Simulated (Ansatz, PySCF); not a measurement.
This PySCF input computes a PBE/def2-TZVPD energy:

```python
from pyscf import gto, scf, dft

mol = gto.M(
    atom='''
    In    0.14474588    0.07552198    0.26034827
    O     1.04721742    0.36249829   -1.53043968
    H     0.45433642    0.07253254   -2.23716014
    O    -1.71957524   -0.72531941    0.09804356
    H    -2.16802176   -0.87054049    0.93926404
    ''',
    basis='def2-tzvpd',
    ecp='def2-tzvp',
    charge=0,
    spin=1,
    verbose=4,
)

mf = dft.UKS(mol, xc='pbe').density_fit(auxbasis='def2-universal-jkfit')
mf.grids.level = 3
mf.conv_tol = 1e-9
mf.max_cycle = 100
mf.max_memory = 1500
mf.kernel()
if not mf.converged:
    mf = mf.newton()
    mf.kernel(mf.make_rdm1())
for _ in range(2):
    mo, _, stable, _ = mf.stability(return_status=True)
    if stable:
        break
    mf.kernel(mf.make_rdm1(mo, mf.mo_occ))
mf.analyze()
```

Q: Write an input for the same energy in Ansatz (a first-principles code) and say what it gives.

A: 
Ansatz 0.2 input:
```yaml
crystal:
  periodic: [false, false, false]
  atoms:
    - {symbol: In, position_ang: [0.14474588, 0.07552198, 0.26034827]}
    - {symbol: O, position_ang: [1.04721742, 0.36249829, -1.53043968]}
    - {symbol: H, position_ang: [0.45433642, 0.07253254, -2.23716014]}
    - {symbol: O, position_ang: [-1.71957524, -0.72531941, 0.09804356]}
    - {symbol: H, position_ang: [-2.16802176, -0.87054049, 0.93926404]}
basis:
  gaussian:
    orbitals: def2-TZVPD
hamiltonian:
  xc: {name: PBE}
magnetization: {spin_polarized: true, initial_magnetization: 1}
output: {forces: true}
```
It gives -341.71917 Eh, and PySCF -341.71926 Eh, a difference of 0.09 mEh, from the treatment of integrals and grids.

It need not be the lowest isomer of its formula.
